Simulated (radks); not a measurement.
Problem. The mean radii <r> (bohr) of the occupied orbitals of an atom or ion are listed with their occupations. All-electron calculation, scalar-relativistic Kohn-Sham, r2SCAN, spin-polarised, spherical densities, finite nucleus; meta-GGA in the generalised Kohn-Sham scheme; Fermi nuclear charge, rms radius of each element as measured or else 0.836 A^(1/3) + 0.57 fm. Program: a radial shooting solver on a logarithmic mesh with Libxc functionals.

orbital  occ.      <r>
1s up       1  0.01606
1s down     1  0.01605
2s up       1  0.06750
2s down     1  0.06750
2p up       3  0.06132
2p down     3  0.06133
3s up       1   0.1717
3s down     1   0.1717
3p up       3   0.1728
3p down     3   0.1727
3d up       5   0.1559
3d down     5   0.1558
4s up       1   0.3426
4s down     1   0.3426
4p up       3   0.3531

Name the element and its charge. Open shells, if any, are filled with parallel spins first.

Solution. Z = 82, lead, charge +49: Pb49+ in [Ar] 3d10 4s2 4p3. The 1s radius gives Z: for a bare nucleus <r> = (2 gamma + 1)/(2Z) with gamma = sqrt(1 - (Z/c)^2), 0.01587 bohr for Z = 82, and screening makes it slightly larger (0.01606 here). The occupations add up to 33, and the charge is Z minus that.
